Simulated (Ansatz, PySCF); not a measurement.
This PySCF input computes a PBE0/def2-TZVPD energy:

```python
from pyscf import gto, scf, dft

mol = gto.M(
    atom='''
    Br   -0.00000000   -0.00000000   -0.04054719
    H     0.00000000    0.00000000    1.41915152
    ''',
    basis='def2-tzvpd',
    charge=1,
    spin=1,
    symmetry='C2v',
    verbose=4,
)

mf = dft.UKS(mol, xc='pbe0').density_fit(auxbasis='def2-universal-jkfit')
mf.grids.level = 3
mf.conv_tol = 1e-9
mf.max_cycle = 100
mf.max_memory = 1500
mf.kernel()
if not mf.converged:
    mf = mf.newton()
    mf.kernel(mf.make_rdm1())
mf.analyze()
```

Problem. Write an input for the same energy in Ansatz (an electronic-structure program) and say what it gives.

Solution. 
Ansatz 0.2 input:
```yaml
crystal:
  periodic: [false, false, false]
  atoms:
    - {symbol: Br, position_ang: [-0.00000000, -0.00000000, -0.04054719]}
    - {symbol: H, position_ang: [0.00000000, 0.00000000, 1.41915152]}
basis:
  gaussian:
    orbitals: def2-TZVPD
hamiltonian:
  xc: {name: PBE0}
total_charge: 1
magnetization: {spin_polarized: true, initial_magnetization: 1}
output: {forces: true}
```
It gives -2574.02842 Eh, and PySCF -2574.02845 Eh, a difference of 0.03 mEh, from the treatment of integrals and grids.
